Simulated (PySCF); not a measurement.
Species: C₅H₁₀N₂OSi.
Numbering: `[N:1]#[C:2][Si@@H:3]([OH:4])[N:5]1[CH2:6][CH2:7][CH2:8][CH2:9]1`

NICS is the negative of the GIAO shielding at a point without a nucleus: at the ring centre (0) and 1 Å above and below it (1); zz is the component along the ring normal. Level: GIAO CAM-B3LYP/pcSseg-1 (PySCF, non-relativistic, gas phase) on the PBE0-D3(BJ)/def2-SVP geometry, one conformer.

Ring bond lengths (Å): N5–C6 1.467, C6–C7 1.529, C7–C8 1.525, C8–C9 1.523, C9–N5 1.461.

Task: What do the NICS probes read (ppm)?

Result: 
| ring | type | NICS(0) | NICS(1), two faces | NICS(1)zz, two faces | rms pucker (Å) | centre to ring atoms, mean (Å) |
| --- | --- | --- | --- | --- | --- | --- |
| N5–C6–C7–C8–C9 | 5-membered ring with N; formal bonds all single | -7.3 | -3.7 / -3.2 | -4.8 / -4.5 | 0.17 | 1.26 |

Task: What do they say, and how far can they be read as aromaticity?

Result: 
- N5–C6–C7–C8–C9: mean NICS(1)zz -4.7 ppm, shielded. C6, C7, C8, C9 have four or more neighbours, and the NICS criterion for π rings isn't applied.

Task: What field does 1 T along the ring normal induce along that normal at the second NICS(1) probe listed for ring N5–C6–C7–C8–C9, 1 Å off the ring?

Result: NICSzz × B0 = -4.5 ppm × 1 T = -4 μT, against the applied field.

Task: Give the inner angles of the rings.

Result: 
- N5–C6–C7–C8–C9: N5 110.8°, C6 104.4°, C7 103.2°, C8 102.1°, C9 103.5°; sum 524.0° against 540° for a flat convex ring.

Task: How do the values depend on the level or the medium?

Result: 
| level | NICS(0), N5–C6–C7–C8–C9 | mean NICS(1)zz, N5–C6–C7–C8–C9 |
| --- | --- | --- |
| CAM-B3LYP/pcSseg-1, gas | -7.3 | -4.7 |
| PBE0/pcSseg-1, gas | -7.7 | -5.0 |

The geometry is the same throughout.
